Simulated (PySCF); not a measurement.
CH₅Si, SMILES C[SiH2] (connectivity only; charge and spin as stated), charge +1, multiplicity 1.

Geometry optimised at B3LYP-D3(BJ)/def2-TZVP. The spin state was assumed, not searched. The isomer is the one that the SMILES or the coordinates give; other isomers of the formula were not compared.

Calculation: CAM-B3LYP/def2-TZVPD (PySCF).

The molecule is in vacuum.

Computed frontier levels, gap, dipole moment and polarisability:
```json
{
 "highest_occupied_level": "-17.66 eV",
 "lowest_empty_level": "-8.05 eV",
 "orbital_gap": "9.60 eV",
 "dipole_moment_about_the_centre_of_nuclear_charge": "0.207 e·Å",
 "mean_static_polarisability": "32.2 bohr³ (4.77 Å³)",
 "polarisability_principal_values": "26.1, 31.4, 38.9 bohr³"
}
```
